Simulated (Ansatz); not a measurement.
Energy difference R1 + R2 → P1 + P2, each structure at its B3LYP-D3(BJ)/def2-TZVP stationary point, reached from a drawn start (curvature not checked).
R1: Cl4Ti (SMILES [Cl][Ti]([Cl])([Cl])[Cl]), charge 0, multiplicity 1.
P1, Cl3H2NTi (SMILES [NH2][Ti]([Cl])([Cl])[Cl]) (charge 0, multiplicity 1):
```xyz
7

Ti     0.38002     0.39502    -0.38009
Cl     1.62722     1.61376     0.95286
Cl     1.67069    -0.89439    -1.62116
Cl    -0.95148     1.56135    -1.67841
N     -0.69466    -0.66248     0.69494
H     -0.43331    -0.98984     1.61691
H     -1.59858    -1.02341     0.41516
```
R2, NH3 (SMILES N) (charge 0, multiplicity 1):
```json
[
 {"atom": "N", "x (Å)": "0.0009", "y (Å)": "-0.0039", "z (Å)": "0.2791"},
 {"atom": "H", "x (Å)": "-0.5807", "y (Å)": "-0.7417", "z (Å)": "-0.1015"},
 {"atom": "H", "x (Å)": "-0.3536", "y (Å)": "0.8753", "z (Å)": "-0.0796"},
 {"atom": "H", "x (Å)": "0.9333", "y (Å)": "-0.1297", "z (Å)": "-0.0980"}
]
```
P2: HCl (SMILES Cl), charge 0, multiplicity 1.

P less R. No zero-point or thermal terms; no spin–orbit coupling.

Cores are frozen in the correlated methods.

The values were computed with Ansatz (Gaussian basis) for Hartree–Fock, density functionals and correlated methods. No computed number here is a measurement.

Total energies in hartree:

```json
[
 {"structure": "R1", "PBE/def2-TZVPPD": "-2689.654132", "r2SCAN/def2-TZVPPD": "-2690.474944", "CCSD(T)/def2-TZVPPD": "-2687.743306"},
 {"structure": "P1", "PBE/def2-TZVPPD": "-2285.509587", "r2SCAN/def2-TZVPPD": "-2286.209089", "CCSD(T)/def2-TZVPPD": "-2283.862734"},
 {"structure": "R2", "PBE/def2-TZVPPD": "-56.512626", "r2SCAN/def2-TZVPPD": "-56.549818", "CCSD(T)/def2-TZVPPD": "-56.478566"},
 {"structure": "P2", "PBE/def2-TZVPPD": "-460.629111", "r2SCAN/def2-TZVPPD": "-460.786916", "CCSD(T)/def2-TZVPPD": "-460.333752"}
]
```

**Question.** Work out the reaction energy at each level in kcal/mol (1 hartree = 627.50947 kcal/mol), and say how far PBE/def2-TZVPPD lies from CCSD(T)/def2-TZVPPD.

**Answer.** 
- PBE/def2-TZVPPD: (-2285.509587) + (-460.629111) − (-2689.654132) − (-56.512626) = 0.028060 hartree = 17.61 kcal/mol
- r2SCAN/def2-TZVPPD: (-2286.209089) + (-460.786916) − (-2690.474944) − (-56.549818) = 0.028757 hartree = 18.05 kcal/mol
- CCSD(T)/def2-TZVPPD: (-2283.862734) + (-460.333752) − (-2687.743306) − (-56.478566) = 0.025386 hartree = 15.93 kcal/mol
PBE/def2-TZVPPD less CCSD(T)/def2-TZVPPD: 1.68 kcal/mol. CCSD(T)/def2-TZVPPD is the level counted from, the highest shown, and no exact or measured value.

Ansatz is an electronic-structure program.
